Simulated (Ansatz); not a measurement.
Basis-set series for CH8AlBOSi. Charge 0, multiplicity 1. The bonds changed during the relaxation, so this is another structure than the one it started from. The geometry is a stationary point of PBE0-D4/def2-TZVP. It is one conformer, not always the lowest.

```xyz
13

B    -0.438   -0.549   -1.656
Si    0.866   -1.665   -0.948
Al   -0.005    0.700    0.113
C    -0.595    0.326    1.923
O     0.362    2.306   -0.298
H    -1.470   -0.339   -1.031
H    -0.236    0.093   -2.643
H     0.766   -2.391    0.346
H     2.226   -1.807   -1.522
H     0.255    0.330    2.613
H    -1.296    1.089    2.272
H    -1.080   -0.650    2.006
H     0.646    2.559   -1.175
```

```csv
functional,basis,functions,energy (Eh),HOMO (eV),LUMO (eV)
PBE0-D4,def2-SVP,118,-674.27073,-6.84,-1.93
PBE0-D4,def2-TZVPP,289,-674.62665,-6.85,-1.99
ωB97M-V,def2-SVP,118,-674.54885,-8.74,-0.01
ωB97M-V,def2-TZVPP,289,-674.91277,-8.77,-0.15
```

**Question.** Give the rows for def2-QZVPP. (Best estimate.)

**Answer.** Ansatz gave: 
```tsv
functional	basis	functions	energy (Eh)	HOMO (eV)	LUMO (eV)
PBE0-D4	def2-QZVPP	551	-674.65264	-6.86	-2.02
ωB97M-V	def2-QZVPP	551	-674.93744	-8.79	-0.22
```
